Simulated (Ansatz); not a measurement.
W3O9⁻. The state is a doublet with charge -1. Geometry PBE-D4/def2-SVP.

```xyz
12

W    -0.740   -0.080    0.952
W     0.177   -2.210    1.968
W     0.759    0.548   -1.530
O     1.056    2.468   -1.836
O     0.826    0.887    0.403
O    -1.530   -1.885    1.105
O    -1.629    0.847    2.357
O     0.603    1.721   -3.047
O     2.010   -0.587   -1.910
O    -0.881   -0.234   -1.131
O    -2.499    0.842    1.146
O     1.848   -2.315    1.522
```

In the def2 sets W takes a core potential; there is no spin–orbit coupling. The structure holds 2 bonds between oxygen atoms, so isomers without such links may lie far lower. At PBE-D4/def2-SVP, r2SCAN-D4/def2-SVP, PBE0-D4/def2-SVP the charge -1 doublet is spin-contaminated (final ⟨S²⟩ up to 1.37, 0.75 for a pure state). Another isomer (doublet) lies 1.43 eV lower at PBE0-D4/def2-SVP; other spin states weren't run for this one.

Problem. Estimate the α-spin orbital energies around the gap (eV) in Ansatz with PBE-D4/def2-SVP, r2SCAN-D4/def2-SVP, PBE0-D4/def2-SVP.

Solution. 
| orbital | PBE-D4/def2-SVP | r2SCAN-D4/def2-SVP | PBE0-D4/def2-SVP |
| --- | --- | --- | --- |
| HOMO−5 | -3.96 | -4.36 | -5.58 |
| HOMO−4 | -3.00 | -3.35 | -4.50 |
| HOMO−3 | -2.72 | -3.12 | -4.44 |
| HOMO−2 | -2.51 | -2.86 | -3.87 |
| HOMO−1 | -1.81 | -2.32 | -3.36 |
| HOMO | -1.50 | -1.99 | -2.94 |
| LUMO | -0.46 | -0.38 | 0.26 |
| LUMO+1 | -0.08 | -0.11 | 0.48 |
| LUMO+2 | 0.48 | 0.63 | 1.33 |
| LUMO+3 | 0.98 | 1.04 | 1.68 |
| LUMO+4 | 1.23 | 1.30 | 1.96 |
| LUMO+5 | 1.40 | 1.55 | 2.34 |
| β HOMO | -1.46 | -1.70 | -2.57 |
| β LUMO | -0.45 | -0.47 | 0.15 |
